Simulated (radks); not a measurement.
Coulomb parameter of the 5d shell of the tantalum ion Ta2+ in the model configuration [Xe] 4f14 5d2 6s1, as a second difference U = [E(n + 1) + E(n - 1) - 2 E(n)] / (1)^2 with all orbitals relaxed. "Bare": the charge of the atom changes with n. "Screened": the 6s shell takes up the change at fixed total charge, which measures U(5d,5d) + U(6s,6s) - 2 U(5d,6s). Method: scalar-relativistic Kohn-Sham, PBE, spin-unpolarised, spherical densities, finite nucleus; Fermi nuclear charge, rms radius 5.3507 fm; computed with a radial shooting solver on a logarithmic mesh with Libxc functionals.

case	configuration	E - E(n) (eV)
start	[Xe] 4f14 5d2 6s1	0.000
bare +1	[Xe] 4f14 5d3 6s1	-15.237
bare -1	[Xe] 4f14 5d1 6s1	25.738
screened +1	[Xe] 4f14 5d3	-0.269
screened -1	[Xe] 4f14 5d1 6s2	1.075

U(bare) = 10.501 eV, U(screened by 6s) = 0.806 eV, against the Slater integral F0(5d,5d) = 12.829 eV with frozen orbitals.
